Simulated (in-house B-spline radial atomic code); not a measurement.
Values are calculated unless marked as measured or tabulated.
**Correlation energy from the adiabatic connection: ω²r²/2 − Z/r, ω = 2.67, Z = 0.3**

Two electrons in a singlet, external potential ω²r²/2 − Z/r, ω = 2.67, Z = 0.3 (atomic units). Full CI in B-splines (partial waves to l = 8, correlation up to 0.6 % small) with the density held fixed gives W(λ) = <V_ee>_λ − U, and E_c is the integral of W(λ) − W(0) from 0 to 1.

```
   λ  W(λ) − W(0) (hartree)
   0                0.00000
0.02               -0.00196
0.05               -0.00486
0.12               -0.01152
0.25               -0.02346
 0.4               -0.03656
 0.6               -0.05299
 0.8               -0.06832
   1               -0.08266
```

**Question.** Integrate the table by the trapezoid rule.

**Answer.** The strips give -0.00002, -0.00010, -0.00057, -0.00227, -0.00450, -0.00895, -0.01213, -0.01510, which sum to -0.04365 hartree. The direct value, W(1) − W(0) + T_c with T_c = 0.03893, is -0.04372; the curve is convex, so chords lie above it and the trapezoids fall short in size by 0.16 %.

**Question.** Now use only three numbers: W(0) = -1.2989, the initial slope W'(0) = -0.09813 (extrapolated from the first points) and the strong-coupling limit of the point-charge-plus-continuum model, W∞ = -1.7795. What do second-order theory and the interpolation W(λ) = W∞ + (W(0) − W∞)/√(1 + 2χλ) of Seidl, Perdew and Levy give?

**Answer.** Second order keeps the slope alone: E_c = W'(0)/2 = -0.04906, +12 % in size against -0.04372. Matching the slope fixes χ = W'(0)/(W∞ − W(0)) = -0.09813/(-0.48060) = 0.20418. Integrating, with s = √(1 + 2χ) = 1.186745, E_c = −(W(0) − W∞)(s − 1)/(s + 1) = −0.48060 × 0.186745/2.186745 = -0.04104 hartree, -6.1 % in size against the full result. At λ = 1 the formula gives W − W(0) = -0.07563 against -0.08266. Part of the miss can come from the model's W∞.
